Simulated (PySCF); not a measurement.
# TeN: from constants to spectrum

PBE0 constants of TeN, ⁴Π (quartet), unpaired electrons π ↑↑↑, a second solution, started from another occupation (PySCF, scalar-relativistic core potentials, basis sets Te cc-pVTZ-PP with ECP28, N cc-pVTZ; masses 129.9062 and 14.0031 u):

* ωe: 580.6 cm⁻¹
* ωexe: 3.25 cm⁻¹
* Be: 0.31675 cm⁻¹
* αe: 0.00244 cm⁻¹

Q: What force constant and bond length do these constants imply?

A: Reduced mass μred = 12.641 u; k = 5.8918×10⁻⁷·μred·ωe² (u, cm⁻¹, mdyn/Å) = 2.51 mdyn/Å; Re = √(16.8576/(μred·Be)) (u, cm⁻¹, Å) = 2.052 Å.

Q: Estimate the centrifugal constant D from the Kratzer relation and find the Dunham coefficient a1.

A: D = 4Be³/ωe² = 3.77e-07 cm⁻¹; a1 = −1 − αeωe/(6Be²) = -3.35.

Spin–orbit coupling is left out, which matters for elements this heavy, above all for dissociation energies.
